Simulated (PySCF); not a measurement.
Molfile (atoms numbered from 1):
```
C5H15OPSi
     RDKit          3D

 23 22  0  0  0  0  0  0  0  0999 V2000
    2.9758    1.0274    0.0416 C   0  0  0  0  0  0  0  0  0  0  0  0
    1.5827    1.0210    0.1271 O   0  0  0  0  0  0  0  0  0  0  0  0
    0.6617   -0.2127    0.6494 Si  0  0  2  0  0  4  0  0  0  0  0  0
    1.5227   -2.1206   -0.1804 P   0  0  0  0  0  0  0  0  0  0  0  0
   -1.0670    0.1141   -0.0930 C   0  0  0  0  0  0  0  0  0  0  0  0
   -2.0474   -0.9290    0.4338 C   0  0  0  0  0  0  0  0  0  0  0  0
   -0.9992    0.0117   -1.6163 C   0  0  0  0  0  0  0  0  0  0  0  0
   -1.5524    1.5064    0.3007 C   0  0  0  0  0  0  0  0  0  0  0  0
    3.2739    1.8758   -0.5741 H   0  0  0  0  0  0  0  0  0  0  0  0
    3.3364    0.1012   -0.4158 H   0  0  0  0  0  0  0  0  0  0  0  0
    3.4205    1.1248    1.0346 H   0  0  0  0  0  0  0  0  0  0  0  0
    0.6326   -0.2092    2.1249 H   0  0  0  0  0  0  0  0  0  0  0  0
    0.6420   -2.9660    0.4628 H   0  0  0  0  0  0  0  0  0  0  0  0
    2.4715   -2.2609    0.8167 H   0  0  0  0  0  0  0  0  0  0  0  0
   -1.7310   -1.9319    0.1514 H   0  0  0  0  0  0  0  0  0  0  0  0
   -3.0426   -0.7599    0.0239 H   0  0  0  0  0  0  0  0  0  0  0  0
   -2.1151   -0.8845    1.5184 H   0  0  0  0  0  0  0  0  0  0  0  0
   -0.3231    0.7625   -2.0191 H   0  0  0  0  0  0  0  0  0  0  0  0
   -1.9855    0.1650   -2.0545 H   0  0  0  0  0  0  0  0  0  0  0  0
   -0.6393   -0.9723   -1.9192 H   0  0  0  0  0  0  0  0  0  0  0  0
   -1.6493    1.5884    1.3808 H   0  0  0  0  0  0  0  0  0  0  0  0
   -2.5243    1.7134   -0.1473 H   0  0  0  0  0  0  0  0  0  0  0  0
   -0.8482    2.2621   -0.0364 H   0  0  0  0  0  0  0  0  0  0  0  0
  1  2  1  0
  2  3  1  0
  3  4  1  0
  3  5  1  0
  5  6  1  0
  5  7  1  0
  5  8  1  0
  1  9  1  0
  1 10  1  0
  1 11  1  0
  3 12  1  1
  4 13  1  0
  4 14  1  0
  6 15  1  0
  6 16  1  0
  6 17  1  0
  7 18  1  0
  7 19  1  0
  7 20  1  0
  8 21  1  0
  8 22  1  0
  8 23  1  0
M  END
```

- geometry: GFN2-xTB
- NMR shieldings at PBE0/pcSseg-1/GIAO
- code: PySCF 2.14
- single conformer, in vacuum, one averaged value for each set of equivalent atoms, relativity neglected

Scale: TMS for ¹³C (σ = 186.93 ppm) and ¹H (σ = 31.72 ppm) and ²⁹Si (σ = 349.16 ppm); H2O for ¹⁷O (σ = 336.08 ppm); H3PO4 for ³¹P (σ = 318.38 ppm) (reference shieldings calculated alike).

```
                              atoms  nucleus  count  δ (ppm)
                                H12       ¹H      1     5.56
                           C6/C7/C8      ¹³C      3     27.1
                            H13/H14       ¹H      2        ?
                                 P4      ³¹P      1   -302.3
                                 C5      ¹³C      1     22.8
                                 O2      ¹⁷O      1        ?
                                Si3     ²⁹Si      1     15.0
H15/H16/H17/H18/H19/H20/H21/H22/H23       ¹H      9     0.96
                                 C1      ¹³C      1     54.2
                         H9/H10/H11       ¹H      3        ?
```

Fill in the missing shifts.

Answers


- H9/H10/H11: 3.69 ppm, hydrogen on a methyl carbon bonded to O; its carbon carries O, hence the downfield position
- H13/H14: 0.93 ppm, hydrogen on a phosphorus bonded to Si
- O2: 8.6 ppm, oxygen bonded to C, Si

Shifts are as computed. Against solution values, carbons near 30 ppm lie about +3 ppm off and those near 130 ppm about +5 ppm. Of 1211 compounds with measured shifts, 218 miss one by over three times the rms of a fit or turn the order of signals round; such compounds aren't used in these exercises. Experimental scales use liquid or dissolved standards, which lie at an offset from isolated H2O (liquid H2O: subtract about 36 ppm) and H3PO4.
